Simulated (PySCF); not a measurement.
# Diatomics of Be with the halogens

PBE0 with triple-zeta basis sets in PySCF, for the lowest determinant that a PBE0 search found; no spin–orbit coupling. De refers to high-spin ground-configuration atoms. A positive dipole means M(−)Be(+).

```
 M         basis  state (unpaired electrons)  Re (Å)  ωe (cm⁻¹)  De (eV)  μ (D)
 F  x2c-TZVPPall               doublet (σ ↑)   1.370       1236     5.91   1.18
Cl    def2-TZVPP               doublet (σ ↑)   1.813        828     4.21   0.81
Br  x2c-TZVPPall               doublet (σ ↑)   1.967        699     3.57   0.72
 I    def2-TZVPP               doublet (σ ↑)   2.190        603     2.87   0.59
```

(1) By what factor does the harmonic wavenumber vary along the series?

The rows differ in basis set, which adds steps of its own.

Down a group the atoms grow and get heavier, so bonds lengthen and wavenumbers fall; this series shows no clear exception.

Spin–orbit coupling is left out, which matters for elements this heavy, above all for dissociation energies. States were picked by a PBE0 search and need not be the measured ground states.

## Answers

(1) At PBE0 it runs from 603 cm⁻¹ (BeI) to 1236 cm⁻¹ (BeF), a factor of 2.05.
